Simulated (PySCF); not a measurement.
Si(CCH)2(Me)(OH) (C5H6OSi), SMILES C#C[Si](C)(O)C#C.

Geometry optimised at PBE0-D3(BJ)/def2-SVP. One conformer was computed; it need not be the lowest.

Two levels are set side by side: TDA-PBE/def2-SVPD (PySCF) and TDA-M06-2X/def2-SVPD (PySCF). Vertical, same geometry. The lowest singlet is HOMO→LUMO 71 %, HOMO−1→LUMO 22 % with PBE and HOMO→LUMO 31 %, HOMO−2→LUMO+1 13 %, HOMO−3→LUMO+4 12 %, HOMO→LUMO+1 11 % with the other functional; states are paired by order. Differences are taken from unrounded values.

| quantity | TDA-PBE |
|---|---|
| lowest singlet excitation (eV) | 5.39 |
| lowest triplet excitation (TDA) (eV) | 4.70 |
| first bright state (f over 0.05) (eV) | 6.20 |
| its oscillator strength | 0.09 |

Q: These are the TDA-PBE values. What does TDA-M06-2X give? (The exact figures need the calculation; the answer reports its results.)

A: 
| quantity | TDA-M06-2X | TDA-PBE minus TDA-M06-2X |
|---|---|---|
| lowest singlet excitation (eV) | 5.49 | -0.10 |
| lowest triplet excitation (TDA) (eV) | 5.04 | -0.34 |
| first bright state (f over 0.05) (eV) | 7.84 | -1.64 |
| its oscillator strength | 0.08 | 0.00 |

Rough cost on one machine, each run with all the roots and properties that it gave: TDA-M06-2X against TDA-PBE about 10 times.
